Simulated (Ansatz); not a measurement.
C₅H₁₂N₂Sn (`CC1=[N+](C)[Sn-]([CH3])[N]1C`) at its PBE0-D4/def2-TZVP geometry, where that method's forces vanish. The species carries charge 0 and has multiplicity 1. Sn takes the def2 core potential.

```xyz
20

C     1.1672    0.3010    1.6352
C     0.4574    0.3312    0.3212
N    -0.6809    0.9770    0.1399
C    -1.3267    1.7391    1.1665
Sn   -0.7403    0.5739   -2.0428
C    -1.9971   -1.2108   -1.7943
N     0.8870   -0.2587   -0.7786
C     2.1049   -1.0083   -0.8761
H     2.0614   -0.3180    1.5997
H     0.5036   -0.0848    2.4126
H     1.4542    1.3140    1.9299
H    -0.7127    2.5731    1.5325
H    -1.6037    1.1252    2.0334
H    -2.2480    2.1674    0.7690
H    -3.0547   -0.9403   -1.8604
H    -1.7893   -1.9319   -2.5900
H    -1.8068   -1.6795   -0.8274
H     2.9954   -0.4165   -0.6285
H     2.1029   -1.9005   -0.2374
H     2.2264   -1.3526   -1.9043
```

What forces (eV/Å) does ωB97M-V/def2-TZVPP give on these atoms in Ansatz? (Best estimate.)

The calculation gave: 
```
C1   0.111 -0.003  0.217
C2  -0.038 -0.002 -0.052
N3   0.050 -0.115 -0.260
C4  -0.142  0.191  0.310
Sn5 -0.054 -0.080  0.014
C6   0.045  0.063 -0.009
N7  -0.246  0.125 -0.081
C8   0.337 -0.203  0.007
H9  -0.064  0.044  0.003
H10  0.040  0.027 -0.064
H11 -0.027 -0.070 -0.032
H12 -0.047 -0.070 -0.033
H13  0.022  0.049 -0.070
H14  0.070 -0.031  0.035
H15  0.065 -0.034  0.007
H16 -0.026  0.037  0.059
H17 -0.017  0.022 -0.058
H18 -0.074 -0.047 -0.019
H19  0.002  0.074 -0.051
H20 -0.006  0.024  0.079
```
